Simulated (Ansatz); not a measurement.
Ansatz (a first-principles code) input (B3LYP/LANL2DZ): The .json file is the Basis Set Exchange's LANL2DZ.

Ansatz 0.2 input:
```yaml
crystal:
  periodic: [false, false, false]
  atoms:
    - {symbol: Cd, position_ang: [-0.55957739, 0.41318305, 0.58691022]}
    - {symbol: I, position_ang: [0.02371737, 1.90577854, -1.95813216]}
    - {symbol: I, position_ang: [0.48306971, -2.27998206, 1.42659082]}
basis:
  gaussian:
    orbitals: LANL2DZ.json
hamiltonian:
  xc: {name: B3LYP}
total_charge: -1
magnetization: {spin_polarized: true, initial_magnetization: 1}
phonons: {temperatures: {t_min: 298.15, t_max: 298.15, t_step: 100}}
```

Question: Which harmonic wavenumbers does it give?

Answer: 28, 101, 126 cm⁻¹ (unscaled; negative means imaginary).
